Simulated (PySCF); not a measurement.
C₃H₈FNSi, SMILES CC/N=C/[SiH2]F. Atoms are numbered in the order given.

```xyz
14

C     -3.0872    -0.9677     0.3040
C     -1.7991    -0.9389     1.1100
N     -0.6603    -0.7571     0.2459
C      0.1165     0.2307     0.4251
Si     1.5495     0.3400    -0.7870
F      2.4317     1.6656    -0.4395
H     -3.2617     0.0001    -0.1902
H     -3.9478    -1.1811     0.9549
H     -3.0367    -1.7417    -0.4756
H     -1.6701    -1.9104     1.6186
H     -1.8452    -0.1571     1.8971
H     -0.0494     0.9678     1.2442
H      2.4336    -0.8495    -0.6536
H      1.0396     0.4759    -2.1782
```

Coordinates come from a PBE0-D3(BJ)/def2-SVP optimisation. The structure was generated by enumeration; whether it is a known compound was not checked. One conformer was computed; it need not be the lowest.

Method: TDA-ωB97X/def2-SVPD (PySCF 2.14.0).

Vertical excitations. Isolated molecule, no solvent.

```tsv
state	energy (eV)	λ (nm)	f	main pairs
S1	4.51	275	0.005	HOMO→LUMO 96 %
S2	7.05	176	0.081	HOMO→LUMO+1 44 %, HOMO−1→LUMO 26 %, HOMO→LUMO+2 15 %
S3	7.17	173	0.001	HOMO−2→LUMO 81 %
S4	7.70	161	0.278	HOMO→LUMO+1 39 %, HOMO−1→LUMO 33 %, HOMO→LUMO+2 18 %
S5	7.89	157	0.107	HOMO→LUMO+2 51 %, HOMO−1→LUMO 34 %
S6	8.20	151	0.013	HOMO−1→LUMO+1 58 %, HOMO−3→LUMO+1 17 %, HOMO−1→LUMO+2 12 %
S7	8.59	144	0.227	HOMO→LUMO+4 50 %, HOMO→LUMO+3 17 %, HOMO→LUMO+5 15 %, HOMO→LUMO+6 9 %
S8	8.70	142	0.059	HOMO−3→LUMO 68 %
S9	8.88	140	0.102	HOMO→LUMO+3 40 %, HOMO−3→LUMO 18 %, HOMO→LUMO+4 13 %
S10	8.94	139	0.016	HOMO−1→LUMO+2 57 %, HOMO−1→LUMO+1 9 %
T1	3.68	337	0	HOMO→LUMO 94 %
T2	4.66	266	0	HOMO−1→LUMO 76 %
T3	6.60	188	0	HOMO−2→LUMO 76 %
T4	6.98	178	0	HOMO→LUMO+1 61 %, HOMO→LUMO+2 20 %
```
Triplets are in the Tamm–Dancoff approximation.
